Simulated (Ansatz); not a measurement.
Stepwise reaction of `COB(O)OC` with hydrogen chloride, as a gas-phase model of exchange steps in deposition or etching. ΔE in kJ/mol.

Gas-phase electronic energies from Ansatz, PBE0-D4/def2-TZVP geometries. CBS: MP2 limit from def2 TZ/QZ plus the TZ coupled-cluster correction, frozen cores. This one scheme is used for every species. DFT in def2-TZVPP. B3LYP here is the variant with VWN-RPA as its local correlation; programs differ in this. Each species was taken in one conformer, which may not be the lowest.

```
step                               reaction  PBE-D4  B3LYP-D4  ωB97M-V  CCSD(T)/CBS
   1  `COB(O)OC` + HCl → `COB(O)Cl` + CH₃OH    33.1      42.5     40.5         41.5
```

Question: Give the row of step 2, `COB(O)Cl` + HCl → `OB(Cl)Cl` + CH₃OH. (Estimate.)

Answer: The calculation gave: 
| step | reaction | PBE-D4 | B3LYP-D4 | ωB97M-V | CCSD(T)/CBS |
| --- | --- | --- | --- | --- | --- |
| 2 | `COB(O)Cl` + HCl → `OB(Cl)Cl` + CH₃OH | 44.4 | 54.1 | 52.7 | 53.0 |

Question: By hand: ΔE of the 2 steps together at CCSD(T)/CBS.

Answer: (41.5) + (53.0) = 94.5 kJ/mol, or 47.2 kJ/mol a step.

In ΔE each step is higher than the one before. All are uphill at CCSD(T)/CBS. PBE-D4 differs from CCSD(T)/CBS by -8.6 to -8.4 kJ/mol a step. Isolated molecules leave out the surface, adducts and barriers. Largest T1 diagnostic: 0.012.
